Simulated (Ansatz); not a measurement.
```xyz
6

F    -0.985   -1.853    0.395
B    -0.192   -0.834    0.700
F     0.353   -0.893    1.907
Al    0.182    0.792   -0.664
H    -0.753    2.075   -0.651
H     1.394    0.713   -1.686
```

Total charge 0; spin multiplicity 1.

**Question.** List the PBE/def2-TZVPP orbital energies in eV (Ansatz). (Best estimate.)

**Answer.** Ansatz gave: Occupied: -1506.92, -660.61, -660.61, -179.57, -107.20, -69.35, -69.06, -69.05, -31.02, -30.20, -14.17, -12.91, -12.02, -11.88, -10.47, -10.07, -9.93, -7.52, -6.86. Lowest empty: -2.79, -1.92, 0.12, 0.63, 0.98, 1.90, 2.39, 2.55.
